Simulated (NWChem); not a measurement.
Species: C2H8Si; SMILES C[SiH2]C

Computed with NWChem. Pople sets run with spherical d functions. Structure relaxed at the PBE0/def2-SVP level. Level PBE0/6-31G*: energy and gradient; each run changes one setting, and changes count from the defaults (medium grid, exact Coulomb integrals, symmetry on).

```json
[
 {"setting": "defaults", "size of the energy change (μHa)": "< 10", "largest change of a gradient component (μHa/bohr)": "< 30"},
 {"setting": "tight SCF thresholds and tolerances", "size of the energy change (μHa)": "< 10", "largest change of a gradient component (μHa/bohr)": "< 30"},
 {"setting": "extra-fine grid", "size of the energy change (μHa)": "< 10", "largest change of a gradient component (μHa/bohr)": "< 30"},
 {"setting": "coarse grid", "size of the energy change (μHa)": "20", "largest change of a gradient component (μHa/bohr)": "100"},
 {"setting": "symmetry off", "size of the energy change (μHa)": "< 10", "largest change of a gradient component (μHa/bohr)": "other frame"}
]
```
